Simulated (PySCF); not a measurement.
Isomers of C4H13PSi, mass 120.052 u with the commonest isotopes. Method used: CAM-B3LYP/def2-SVPD in PySCF (dipole) on a GFN2-xTB geometry, gas phase. One conformer each, none proved a minimum here; rigid rotors.

Question: Order these by dipole moment, largest first.
A. `[CH3:1][Si:2]([CH3:3])([CH3:4])[CH2:5][PH2:6]` with Si2–C5–P6–H 75° and 167°
B. `[CH3:1][C:2]([CH3:3])([CH3:4])[SiH2:5][PH2:6]` with C2–Si5–P6–H -177° and 90°
C. `[CH3:1][CH2:2][P:3]([CH3:4])[CH2:5][SiH3:6]` with C1–C2–P3–C4 75°, C2–P3–C5–Si6 -176°

Answer: C (1.46 D), A (1.22 D), B (0.80 D).

Question: Order these by radius of gyration √(Σ m r²/M), largest first.
A. `[CH3:1][Si:2]([CH3:3])([CH3:4])[CH2:5][PH2:6]` with Si2–C5–P6–H 75° and 167°
B. `[CH3:1][C:2]([CH3:3])([CH3:4])[SiH2:5][PH2:6]` with C2–Si5–P6–H -177° and 90°
C. `[CH3:1][CH2:2][P:3]([CH3:4])[CH2:5][SiH3:6]` with C1–C2–P3–C4 75°, C2–P3–C5–Si6 -176°

Answer: C (2.155 Å), A (2.016 Å), B (1.968 Å).

Question: Order these by rotational constant A, largest first.
A. `[CH3:1][CH2:2][P:3]([CH3:4])[CH2:5][SiH3:6]` with C1–C2–P3–C4 75°, C2–P3–C5–Si6 -176°
B. `[CH3:1][C:2]([CH3:3])([CH3:4])[SiH2:5][PH2:6]` with C2–Si5–P6–H -177° and 90°
C. `[CH3:1][Si:2]([CH3:3])([CH3:4])[CH2:5][PH2:6]` with Si2–C5–P6–H 75° and 167°

Answer: A (5163 MHz), B (3486 MHz), C (2949 MHz).

| SMILES | point group | Ia (u·Å²) | Ib (u·Å²) | Ic (u·Å²) | κ | μa (D) | μb (D) | μc (D) |
| --- | --- | --- | --- | --- | --- | --- | --- | --- |
| C[Si](C)(C)CP | – | 171.37 | 401.61 | 402.46 | -1.00 | 0.88 | 0.15 | 0.83 |
| CC(C)(C)[SiH2]P | – | 144.97 | 378.96 | 405.84 | -0.92 | 0.63 | 0.26 | 0.42 |
| CCP(C)C[SiH3] | C1 | 97.88 | 484.34 | 532.36 | -0.96 | 0.66 | 0.20 | 1.28 |
